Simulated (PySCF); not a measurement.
Molecule: `C#CCB(O)O`, C₃H₅BO₂.

Bonds (- single, = double, # triple, : aromatic): C1#C2, C2-C3, C3-B4, B4-O5, B4-O6. C1 carries H7; C3 carries H8, H9; O5 carries H10; O6 carries H11.

Frames of a GFN2-xTB Langevin trajectory at 300 K; GIAO PBE0/pcSseg-1 shieldings in PySCF, gas phase, non-relativistic; equivalent atoms averaged within each frame.

Scale: 13C (σref 186.93) and 1H (σref 31.72) vs TMS; 11B (σref 100.07) vs BF3·OEt2; H2O for 17O (σref 336.08) (reference shieldings calculated alike). The references are static minima.

Question: How do the shifts (ppm) fluctuate along the trajectory?

Answer: 
| time (fs) | C2 | C1 | C3 | B4 | O5/O6 | H10/H11 | H8/H9 | H7 |
| --- | --- | --- | --- | --- | --- | --- | --- | --- |
| 250 | 91.9 | 72.7 | 2.8 | 25.8 | 121.2 | 5.08 | 1.78 | -0.53 |
| 425 | 91.0 | 75.8 | 9.6 | 25.8 | 120.4 | 5.44 | 2.12 | 3.19 |
| 625 | 91.0 | 76.0 | 10.2 | 27.5 | 121.2 | 5.27 | 2.05 | 0.88 |
| 800 | 86.3 | 74.7 | 9.3 | 29.5 | 133.5 | 5.00 | 2.01 | 2.65 |
| 1000 | 87.5 | 75.1 | 4.6 | 28.2 | 122.3 | 3.59 | 1.71 | 1.94 |
| mean of frames | 89.5 | 74.9 | 7.3 | 27.4 | 123.7 | 4.88 | 1.93 | 1.62 |
| standard deviation | 2.5 | 1.3 | 3.4 | 1.6 | 5.5 | 0.74 | 0.18 | 1.48 |

5 frames give an uncertainty of the mean of about the standard deviation over 2.2 at best, since frames this close in time may not be independent; classical motion lacks zero-point vibration, and the reference would need the same averaging.
